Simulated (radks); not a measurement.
Values are calculated unless marked as measured or tabulated.
Te+, 51 electrons, occupied as [Kr] 4d10 5s2 5p2 7d1 (not the ground configuration).

Code: a radial shooting solver on a logarithmic mesh with Libxc functionals. Model: scalar-relativistic Kohn-Sham, LDA (Slater exchange, Perdew-Wang correlation), spin-polarised, spherical densities, point nucleus; open shells are filled with parallel spins first (spin-orbit coupling, left out, can overturn this in heavy ions).

Energy parts (hartree):
part                        energy
total                  -6787.94040
kinetic                 7110.46688
electron-nucleus      -16394.96518
Hartree                 2665.88766
exchange-correlation    -169.32977

Orbitals (lengths in bohr, moments of r in powers of bohr; <r^-3> diverges for s and p1/2):
| orbital | occ. | eigenvalue (hartree) | <1/r> | <r^-3> | <r^4> |
|---|---|---|---|---|---|
| 1s up | 1 | -1161.679 | 55.52 | - | 2.880e-06 |
| 1s down | 1 | -1161.676 | 55.52 | - | 2.880e-06 |
| 2s up | 1 | -178.7156 | 12.71 | - | 0.0004940 |
| 2s down | 1 | -178.7141 | 12.71 | - | 0.0004940 |
| 2p up | 3 | -160.5894 | 12.18 | 5390 | 0.0003560 |
| 2p down | 3 | -160.5872 | 12.18 | 5390 | 0.0003560 |
| 3s up | 1 | -36.05363 | 4.538 | - | 0.02155 |
| 3s down | 1 | -36.05115 | 4.538 | - | 0.02154 |
| 3p up | 3 | -30.16089 | 4.319 | 1019 | 0.02265 |
| 3p down | 3 | -30.15818 | 4.319 | 1019 | 0.02265 |
| 3d up | 5 | -21.22447 | 4.086 | 140.5 | 0.02001 |
| 3d down | 5 | -21.22192 | 4.087 | 140.5 | 0.02000 |
| 4s up | 1 | -6.65841 | 1.826 | - | 0.6473 |
| 4s down | 1 | -6.65292 | 1.826 | - | 0.6456 |
| 4p up | 3 | -4.82808 | 1.667 | 196.0 | 0.9099 |
| 4p down | 3 | -4.82186 | 1.668 | 196.1 | 0.9042 |
| 4d up | 5 | -2.16287 | 1.370 | 19.70 | 2.145 |
| 4d down | 5 | -2.15203 | 1.375 | 19.83 | 2.085 |
| 5s up | 1 | -1.15359 | 0.6584 | - | 28.38 |
| 5s down | 1 | -1.10073 | 0.6630 | - | 28.40 |
| 5p up | 2 | -0.76994 | 0.5505 | 21.99 | 57.01 |
| 5p down | 0 | -0.71486 | 0.5488 | 22.00 | 60.19 |
| 7d up | 1 | -0.07690 | 0.09028 | 0.1217 | 80630 |
| 7d down | 0 | -0.06898 | 0.09089 | 0.1294 | 92950 |

The highest occupied level is 7d up at -2.093 eV. The configuration is held as typed, so some empty levels lie below it. Summed over all electrons, <r^2> = 287.6 bohr^2, which gives a Langevin (diamagnetic) susceptibility term of -228 x 10^-6 cm^3/mol.
